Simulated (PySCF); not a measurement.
**Computed properties of 1,1-dichlorocyclopropane (C3H4Cl2), SMILES ClC1(Cl)CC1**

C₃H₄Cl₂, SMILES C1C(Cl)(C1)Cl. Coordinates come from a ωB97X-D3(BJ)/def2-SVP optimisation. Other conformers were not sampled. All values are computed for the isolated molecule unless a solvent is named; none is compared with measurement here.

**Structure.** The optimised structure has C2v symmetry. All 21 harmonic modes at ωB97X-D3(BJ)/def2-SVP (PySCF) are real, so it is a minimum. With heavy atoms numbered as in [Cl:1][C:2]1([Cl:3])[CH2:4][CH2:5]1, the shortest bond between them is C2–C5 at 1.493 Å and the longest C2–Cl3 at 1.756 Å.

**Vibrations.** The strongest infrared lines (harmonic, unscaled, degenerate partners summed) lie at 1170 cm⁻¹ (62 km/mol, C 51 %, H 47 %), 751 cm⁻¹ (33 km/mol, H 62 %, C 23 %, Cl 14 %), 786 cm⁻¹ (24 km/mol, H 69 %, C 25 %). The softest mode is at 277 cm⁻¹ and the zero-point energy is 39.9 kcal/mol.

**Electronic structure.** HF/def2-TZVP (PySCF) places the frontier levels at -10.94 and 4.21 eV, a gap of 15.15 eV, and gives a dipole moment of 2.32 D and a mean polarisability of 55.0 bohr³. PBE/def2-TZVP (PySCF) at the same geometry gives -6.54 and -0.96 eV, so its gap is 9.57 eV narrower. An orbital gap is neither the optical nor the fundamental gap.

**Excitations.** TDA-ωB97X/def2-SVPD (PySCF) has S1 at 6.87 eV (181 nm, f = 0.000, dark); the most intense of the 10 singlets computed lies at 8.65 eV (f = 0.11). T1 (TDA) is at 6.17 eV, 0.70 eV under S1. TDA-PBE/def2-SVPD (PySCF) puts S1 at 5.86 eV. No vertical singlet excitation falls in the visible range (under 3.1 eV).

**NMR.** GIAO shifts at KT2/pcSseg-1 (PySCF) (non-relativistic, atoms alike by connectivity averaged): ¹³C from 28.0 to 75.2 ppm against TMS; ¹H at 1.7 ppm against TMS. Without spin–orbit terms, shifts of atoms bonded to Cl or Br come out too high.

**Solvation.** SMD-B3LYP/def2-SVP (PySCF) gives -0.7 kcal/mol in water, -4.5 kcal/mol in N,N-dimethylformamide, -5.1 kcal/mol in acetone (1 M in both phases, gas-phase geometry); of these solvents acetone holds the molecule best.
